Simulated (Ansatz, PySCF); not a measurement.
This PySCF input computes a CAM-B3LYP/def2-TZVPD energy:

```python
from pyscf import gto, scf, dft

mol = gto.M(
    atom='''
    O    -0.00000000   -0.00000000   -1.03556991
    Si    0.00000000    0.00000000    0.45356387
    H     0.00000000    0.00000000    1.93466511
    ''',
    basis='def2-tzvpd',
    charge=1,
    spin=0,
    verbose=4,
)

mf = dft.RKS(mol, xc='camb3lyp').density_fit(auxbasis='def2-universal-jkfit')
mf.grids.level = 3
mf.conv_tol = 1e-9
mf.max_cycle = 100
mf.max_memory = 1500
mf.kernel()
if not mf.converged:
    mf = mf.newton()
    mf.kernel(mf.make_rdm1())
mf.analyze()
```

Question: Write an input for the same energy in Ansatz (a first-principles code) and say what it gives.

Answer: 
Ansatz 0.2 input:
```yaml
crystal:
  periodic: [false, false, false]
  atoms:
    - {symbol: O, position_ang: [-0.00000000, -0.00000000, -1.03556991]}
    - {symbol: Si, position_ang: [0.00000000, 0.00000000, 0.45356387]}
    - {symbol: H, position_ang: [0.00000000, 0.00000000, 1.93466511]}
basis:
  gaussian:
    orbitals: def2-TZVPD
hamiltonian:
  xc: {name: CAM-B3LYP}
total_charge: 1
output: {forces: true}
```
It gives -364.95420 Eh, and PySCF -364.95423 Eh, a difference of 0.03 mEh, from the treatment of integrals and grids.
